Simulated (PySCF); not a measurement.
**Spin states of SrSe**

Unrestricted PBE0; basis Sr def2-SVP with ECP28, Se def2-SVP; scalar-relativistic core potentials; PySCF 2.14. Outer shells of the fragments: Sr 5s2; Se 3d10 4s2 4p4.

Followed along the bond (rough minima from three points):

| 2Ms+1 | unpaired | ⟨S²⟩ at the start | R at minimum (Å) | Te (eV) |
| --- | --- | --- | --- | --- |
| 1 | none | 0.00 | 2.59 | 0.00 |
| 3 | σ ↑, π ↑ | 2.00 | 2.88 | 0.80 |
| 1 | σ ↓, π ↑ | 1.00 | 2.88 | 0.81 |
| 3 | σ ↑↑ | 2.00 | 2.76 | 1.36 |

Solutions found at the starting distance of 2.825 Å, counted from the lowest of them; the search is not exhaustive and high or unbound solutions are not listed, so other states can lie among these:

```json
{"2Ms+1": "1", "unpaired": "none", "term": "¹Σ⁺", "E (eV)": "0.00", "⟨S²⟩": "0.00", "⟨Lz²⟩": "0.00", "μ (D)": "-11.41"}
{"2Ms+1": "3", "unpaired": "σ ↑, π ↑", "term": "³Π", "E (eV)": "0.53", "⟨S²⟩": "2.00", "⟨Lz²⟩": "1.01", "μ (D)": "-4.49"}
{"2Ms+1": "1", "unpaired": "σ ↓, π ↑", "term": "mixed", "E (eV)": "0.55", "⟨S²⟩": "1.00", "⟨Lz²⟩": "1.01", "μ (D)": "-4.50"}
{"2Ms+1": "3", "unpaired": "σ ↑↑", "term": "³Σ⁺", "E (eV)": "1.10", "⟨S²⟩": "2.00", "⟨Lz²⟩": "0.00", "μ (D)": "-4.65"}
{"2Ms+1": "3", "unpaired": "π ↑↑", "term": "mixed", "E (eV)": "2.07", "⟨S²⟩": "2.00", "⟨Lz²⟩": "2.01", "μ (D)": "-3.13"}
{"2Ms+1": "1", "unpaired": "π ↑↓", "term": "mixed", "E (eV)": "2.11", "⟨S²⟩": "1.01", "⟨Lz²⟩": "2.01", "μ (D)": "-3.08"}
```

A term symbol is given only where ⟨S²⟩ and ⟨Lz²⟩ are close to those of a pure state; real π, δ and φ orbitals otherwise mix terms. A positive dipole means Sr(−)Se(+).

Q: Compare the gap between the two lowest followed solutions at the starting distance with the gap between their minima.

A: At PBE0 the second solution (triplet, unpaired electrons σ ↑, π ↑) lies +0.53 eV from the first (singlet, closed shell) at 2.825 Å and +0.80 eV at the minima; the two curves relax by different amounts, since their minima lie near 2.88 and 2.59 Å.

Counting both spins, an empty level lies below a filled one in some of these solutions, because spin and occupation are held.
